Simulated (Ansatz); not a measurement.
Ansatz (a program for electronic structure) input (B3LYP-D3(BJ)/def2-TZVP):

Ansatz 0.2 input:
```yaml
crystal:
  periodic: [false, false, false]
  atoms:
    - {symbol: B, position_ang: [0.41419223, -0.06050172, -0.13555806]}
    - {symbol: F, position_ang: [0.80226835, 1.21291329, -0.00992178]}
    - {symbol: F, position_ang: [1.32718732, -0.89683949, -0.57985442]}
    - {symbol: N, position_ang: [-0.86673471, -0.43680931, 0.18869692]}
    - {symbol: H, position_ang: [-1.64661027, 0.08952902, 0.53112256]}
basis:
  gaussian:
    orbitals: def2-TZVP
hamiltonian:
  xc: b3lyp
  dispersion: d3bj
magnetization: {spin_polarized: true, initial_magnetization: 1}
relax: {f_tol: 0.002, max_steps: 150}
```

Output:

```
Functional definition: B3LYP
integrals: 0.03 GiB planned
680 factors; their error is unknown
mean field: 0.49 GiB planned
mean field evaluation 1: about -7616.7839 eV, gradient 3.8e1 eV
mean field evaluation 2: about -7614.2229 eV, gradient 4.7e1 eV
mean field evaluation 4: about -7621.2719 eV, gradient 1.9e0 eV
mean field evaluation 8: about -7621.3042 eV, gradient 3.2e-2 eV
mean field evaluation 16: about -7621.3042 eV, gradient 5.3e-3 eV
mean field evaluation 32: about -7621.4136 eV, gradient 1.0e-5 eV
mean field -7621.41358037 eV, -280.0817830988 hartree, gradient 4.4e-6 eV, S^2 0.753623; 2 other end points of the search recorded, 0 dependent functions left out
the calculation of the forces begins
reference -7621.41377871 eV, -280.0817903878 hartree; 16, 15 occupied and 114, 115 virtual orbitals, 680 factors
relax step   1: F+E_penalty+E_count = -7621.50544056 eV  Δ(F+E_penalty+E_count) = +0.000e0 eV  max|allowed force component| = 1.047e0 eV/Å  Δτ_max = 0.0000 Å  (122 SCF iters, accepted)
these checks for a lower state are left out or cut short: starts, cluster_reference, orbital_swaps, neighbouring_geometries, increment
integrals: 0.03 GiB planned
680 factors; their error is unknown
mean field: 0.49 GiB planned
mean field -7621.48935838 eV, -280.0845678893 hartree, gradient 2.1e-6 eV, S^2 0.753693; 0 other end points of the search recorded, 0 dependent functions left out
the calculation of the forces begins
reference -7621.48955701 eV, -280.0845751888 hartree; 16, 15 occupied and 114, 115 virtual orbitals, 680 factors
relax step   2: F+E_penalty+E_count = -7621.58083431 eV  Δ(F+E_penalty+E_count) = -7.539e-2 eV  max|allowed force component| = 9.049e-1 eV/Å  Δτ_max = 0.0449 Å  (56 SCF iters, accepted)
these checks for a lower state are left out or cut short: starts, cluster_reference, orbital_swaps, neighbouring_geometries, increment
integrals: 0.03 GiB planned
680 factors; their error is unknown
mean field: 0.49 GiB planned
mean field evaluation 64: about -7621.5653 eV, gradient 6.5e-5 eV
mean field -7621.56530647 eV, -280.0873589303 hartree, gradient 1.3e-5 eV, S^2 0.753883; 0 other end points of the search recorded, 0 dependent functions left out
the calculation of the forces begins
reference -7621.56550609 eV, -280.0873662660 hartree; 16, 15 occupied and 114, 115 virtual orbitals, 680 factors
relax step   3: F+E_penalty+E_count = -7621.65603268 eV  Δ(F+E_penalty+E_count) = -7.520e-2 eV  max|allowed force component| = 9.176e-1 eV/Å  Δτ_max = 0.1231 Å  (54 SCF iters, accepted)
these checks for a lower state are left out or cut short: starts, cluster_reference, orbital_swaps, neighbouring_geometries, increment
integrals: 0.03 GiB planned
680 factors; their error is unknown
mean field: 0.49 GiB planned
mean field -7621.48974339 eV, -280.0845820382 hartree, gradient 3.8e-5 eV, S^2 0.754103; 0 other end points of the search recorded, 0 dependent functions left out
the calculation of the forces begins
reference -7621.48994381 eV, -280.0845894037 hartree; 16, 15 occupied and 114, 115 virtual orbitals, 680 factors
relax step   4: F+E_penalty+E_count = -7621.58016377 eV  Δ(F+E_penalty+E_count) = +7.587e-2 eV  max|allowed force component| = 1.446e0 eV/Å  Δτ_max = 0.1116 Å  (48 SCF iters, rejected (line search))
these checks for a lower state are left out or cut short: starts, cluster_reference, orbital_swaps, neighbouring_geometries, increment
integrals: 0.03 GiB planned
680 factors; their error is unknown
mean field: 0.49 GiB planned
mean field -7621.61361169 eV, -280.0891341145 hartree, gradient 6.8e-6 eV, S^2 0.753848; 0 other end points of the search recorded, 0 dependent functions left out
the calculation of the forces begins
reference -7621.61381128 eV, -280.0891414493 hartree; 16, 15 occupied and 114, 115 virtual orbitals, 680 factors
relax step   5: F+E_penalty+E_count = -7621.70425416 eV  Δ(F+E_penalty+E_count) = -4.822e-2 eV  max|allowed force component| = 6.933e-1 eV/Å  Δτ_max = 0.0558 Å  (57 SCF iters, accepted)
these checks for a lower state are left out or cut short: starts, cluster_reference, orbital_swaps, neighbouring_geometries, increment
integrals: 0.03 GiB planned
680 factors; their error is unknown
mean field: 0.49 GiB planned
mean field evaluation 96: about -7621.6882 eV, gradient 1.0e-4 eV
mean field -7621.68823898 eV, -280.0918766169 hartree, gradient 6.3e-6 eV, S^2 0.753797; 0 other end points of the search recorded, 0 dependent functions left out
the calculation of the forces begins
reference -7621.68844009 eV, -280.0918840072 hartree; 16, 15 occupied and 114, 115 virtual orbitals, 680 factors
relax step   6: F+E_penalty+E_count = -7621.77893768 eV  Δ(F+E_penalty+E_count) = -7.468e-2 eV  max|allowed force component| = 7.699e-1 eV/Å  Δτ_max = 0.0965 Å  (43 SCF iters, accepted)
these checks for a lower state are left out or cut short: starts, cluster_reference, orbital_swaps, neighbouring_geometries, increment
integrals: 0.03 GiB planned
680 factors; their error is unknown
mean field: 0.49 GiB planned
mean field -7621.78153872 eV, -280.0953053189 hartree, gradient 1.6e-5 eV, S^2 0.753805; 0 other end points of the search recorded, 0 dependent functions left out
the calculation of the forces begins
reference -7621.78174089 eV, -280.0953127485 hartree; 16, 15 occupied and 114, 115 virtual orbitals, 680 factors
relax step   7: F+E_penalty+E_count = -7621.87236720 eV  Δ(F+E_penalty+E_count) = -9.343e-2 eV  max|allowed force component| = 6.122e-1 eV/Å  Δτ_max = 0.1492 Å  (45 SCF iters, accepted)
these checks for a lower state are left out or cut short: starts, cluster_reference, orbital_swaps, neighbouring_geometries, increment
integrals: 0.03 GiB planned
680 factors; their error is unknown
mean field: 0.49 GiB planned
mean field -7621.77242572 eV, -280.0949704224 hartree, gradient 6.3e-5 eV, S^2 0.753725; 0 other end points of the search recorded, 0 dependent functions left out
the calculation of the forces begins
reference -7621.77262775 eV, -280.0949778467 hartree; 16, 15 occupied and 114, 115 virtual orbitals, 680 factors
relax step   8: F+E_penalty+E_count = -7621.86371002 eV  Δ(F+E_penalty+E_count) = +8.657e-3 eV  max|allowed force component| = 1.529e0 eV/Å  Δτ_max = 0.1093 Å  (36 SCF iters, rejected (line search))
these checks for a lower state are left out or cut short: starts, cluster_reference, orbital_swaps, neighbouring_geometries, increment
integrals: 0.03 GiB planned
680 factors; their error is unknown
mean field: 0.49 GiB planned
mean field -7621.80623543 eV, -280.0962129063 hartree, gradient 1.8e-5 eV, S^2 0.753700; 0 other end points of the search recorded, 0 dependent functions left out
the calculation of the forces begins
reference -7621.80643726 eV, -280.0962203235 hartree; 16, 15 occupied and 114, 115 virtual orbitals, 680 factors
relax step   9: F+E_penalty+E_count = -7621.89753430 eV  Δ(F+E_penalty+E_count) = -2.517e-2 eV  max|allowed force component| = 6.159e-1 eV/Å  Δτ_max = 0.0547 Å  (38 SCF iters, accepted)
these checks for a lower state are left out or cut short: starts, cluster_reference, orbital_swaps, neighbouring_geometries, increment
integrals: 0.03 GiB planned
680 factors; their error is unknown
mean field: 0.49 GiB planned
mean field -7621.79711595 eV, -280.0958777715 hartree, gradient 4.1e-5 eV, S^2 0.753650; 0 other end points of the search recorded, 0 dependent functions left out
the calculation of the forces begins
reference -7621.79731837 eV, -280.0958852103 hartree; 16, 15 occupied and 114, 115 virtual orbitals, 680 factors
relax step  10: F+E_penalty+E_count = -7621.88887667 eV  Δ(F+E_penalty+E_count) = +8.658e-3 eV  max|allowed force component| = 1.228e0 eV/Å  Δτ_max = 0.0706 Å  (36 SCF iters, rejected (line search))
these checks for a lower state are left out or cut short: starts, cluster_reference, orbital_swaps, neighbouring_geometries, increment
integrals: 0.03 GiB planned
680 factors; their error is unknown
mean field: 0.49 GiB planned
mean field evaluation 128: about -7621.7818 eV, gradient 1.8e0 eV
mean field -7621.82117180 eV, -280.0967618077 hartree, gradient 8.3e-6 eV, S^2 0.753647; 0 other end points of the search recorded, 0 dependent functions left out
the calculation of the forces begins
reference -7621.82137386 eV, -280.0967692331 hartree; 16, 15 occupied and 114, 115 virtual orbitals, 680 factors
relax step  11: F+E_penalty+E_count = -7621.91266919 eV  Δ(F+E_penalty+E_count) = -1.513e-2 eV  max|allowed force component| = 3.245e-1 eV/Å  Δτ_max = 0.0352 Å  (37 SCF iters, accepted)
these checks for a lower state are left out or cut short: starts, cluster_reference, orbital_swaps, neighbouring_geometries, increment
integrals: 0.03 GiB planned
680 factors; their error is unknown
mean field: 0.49 GiB planned
mean field -7621.82679968 eV, -280.0969686284 hartree, gradient 2.3e-5 eV, S^2 0.753584; 0 other end points of the search recorded, 0 dependent functions left out
the calculation of the forces begins
reference -7621.82700174 eV, -280.0969760539 hartree; 16, 15 occupied and 114, 115 virtual orbitals, 680 factors
relax step  12: F+E_penalty+E_count = -7621.91852841 eV  Δ(F+E_penalty+E_count) = -5.859e-3 eV  max|allowed force component| = 1.063e-1 eV/Å  Δτ_max = 0.0498 Å  (36 SCF iters, accepted)
these checks for a lower state are left out or cut short: starts, cluster_reference, orbital_swaps, neighbouring_geometries, increment
integrals: 0.03 GiB planned
680 factors; their error is unknown
mean field: 0.49 GiB planned
mean field -7621.82711164 eV, -280.0969800929 hartree, gradient 1.5e-5 eV, S^2 0.753564; 0 other end points of the search recorded, 0 dependent functions left out
the calculation of the forces begins
reference -7621.82731359 eV, -280.0969875143 hartree; 16, 15 occupied and 114, 115 virtual orbitals, 680 factors
relax step  13: F+E_penalty+E_count = -7621.91889349 eV  Δ(F+E_penalty+E_count) = -3.651e-4 eV  max|allowed force component| = 8.788e-2 eV/Å  Δτ_max = 0.0186 Å  (40 SCF iters, accepted)
these checks for a lower state are left out or cut short: starts, cluster_reference, orbital_swaps, neighbouring_geometries, increment
integrals: 0.03 GiB planned
680 factors; their error is unknown
mean field: 0.49 GiB planned
mean field -7621.82726492 eV, -280.0969857257 hartree, gradient 1.6e-5 eV, S^2 0.753570; 0 other end points of the search recorded, 0 dependent functions left out
the calculation of the forces begins
reference -7621.82746690 eV, -280.0969931485 hartree; 16, 15 occupied and 114, 115 virtual orbitals, 680 factors
relax step  14: F+E_penalty+E_count = -7621.91904283 eV  Δ(F+E_penalty+E_count) = -1.493e-4 eV  max|allowed force component| = 2.580e-3 eV/Å  Δτ_max = 0.0040 Å  (40 SCF iters, accepted)
these checks for a lower state are left out or cut short: starts, cluster_reference, orbital_swaps, neighbouring_geometries, increment
integrals: 0.03 GiB planned
680 factors; their error is unknown
mean field: 0.49 GiB planned
mean field -7621.82726486 eV, -280.0969857234 hartree, gradient 3.2e-5 eV, S^2 0.753570; 0 other end points of the search recorded, 0 dependent functions left out
the calculation of the forces begins
reference -7621.82746684 eV, -280.0969931463 hartree; 16, 15 occupied and 114, 115 virtual orbitals, 680 factors
relax step  15: F+E_penalty+E_count = -7621.91904305 eV  Δ(F+E_penalty+E_count) = -2.264e-7 eV  max|allowed force component| = 7.748e-4 eV/Å  Δτ_max = 0.0001 Å  (24 SCF iters, accepted)
integrals: 0.03 GiB planned
680 factors; their error is unknown
mean field: 0.49 GiB planned
mean field evaluation 160: about -7621.8087 eV, gradient 1.7e-1 eV
mean field -7621.82726486 eV, -280.0969857234 hartree, gradient 3.2e-5 eV, S^2 0.753570; 3 other end points of the search recorded, 0 dependent functions left out
the calculation of the forces begins
reference -7621.82746684 eV, -280.0969931463 hartree; 16, 15 occupied and 114, 115 virtual orbitals, 680 factors
Total energy: -7621.91924504 eV, -280.1003659329 hartree
Atom 0 at     0.427912     0.031921    -0.078436 Å, force    -0.000106     0.000157     0.000775 eV/Å
Atom 1 at     0.961820     1.245613    -0.046645 Å, force     0.000235     0.000592    -0.000191 eV/Å
Atom 2 at     1.103615    -0.932298    -0.689004 Å, force     0.000402    -0.000634    -0.000573 eV/Å
Atom 3 at    -0.778085    -0.255777     0.630877 Å, force     0.000170    -0.000147     0.000182 eV/Å
Atom 4 at    -1.684958    -0.181168     0.177694 Å, force    -0.000701     0.000032    -0.000194 eV/Å
Dipole moment:    -0.365946     0.017543    -0.140329 e Å
```

It need not be the lowest isomer of its formula.
